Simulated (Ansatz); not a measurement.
**Reading a saddle point**

A first-order saddle point of GaH$_{5}$SO, closed shell, PBE0-D4/def2-TZVP, with one imaginary mode of 539i cm⁻¹:

```xyz
8
angstrom
Ga -0.9346 -0.1671 -0.3227
S 1.0503 1.3738 -0.4411
H -0.9238 -0.9983 -1.6408
H -2.0951 0.6568 0.3249
H 1.0338 0.2763 0.5510
O 0.2426 -0.8999 0.9874
H 1.7041 0.6337 -1.3514
H -0.0773 -0.8753 1.8926
```

Program: Ansatz 0.2.0. Basis: def2-TZVPP and def2-QZVPP. Cores are frozen in the correlated methods. Filled d shells of the heavier atoms are correlated. The def2 sets are not built for correlating such inner shells, so the correlated values are less sure here. Extrapolation: Hartree–Fock as exp(−7.88 √X), correlation as X^−2.97.

Q: Which contacts change along the imaginary mode, and what lies on either side? (A judgement: the text doesn't fix the answer.)

A: Computed: The step is GaH₃S ([SH][GaH2]) + H₂O → GaH₃O ([OH][GaH2]) + H₂S (still joined by a long Ga–S bond), with the molecules in contact on both sides. Shortening one way: Ga1–O6, S2–H5; lengthening the same way: Ga1–S2, H5–O6.
```
  pair  one side (Å)  saddle (Å)  other side (Å)
Ga1–O6          2.18        1.91            1.82
 S2–H5          2.60        1.48            1.35
Ga1–S2          2.26        2.52            2.68
 H5–O6          0.97        1.48            2.55
```

Q: Which side is lower, and how far does the saddle lie above each? (An estimate is asked for; the value comes from the calculation.)

A: Computed: The side with Ga1–S2, H5–O6 short is lower by 13.97 kcal/mol; the saddle lies 18.99 kcal/mol above it and 5.02 kcal/mol above the other (CCSD(T) at an estimated basis limit (MP2 extrapolated from triple and quadruple zeta, plus CCSD(T) − MP2 in triple zeta); electronic energies).

No T1 diagnostic of these runs exceeds 0.014.

Labels in which every atom is bracketed show which atoms are joined, not bond orders.

For scale, one of the runs: CCSD(T)/def2-TZVPP, 191 basis functions, launched by `ansatz run in.yaml --threads 4 --pin off --events-out ev --progress --plain --max-ram 9574MiB`. The run took 78 s on 4 CPU threads of an Intel Xeon (shared host), with 2 GiB of host memory at its peak.
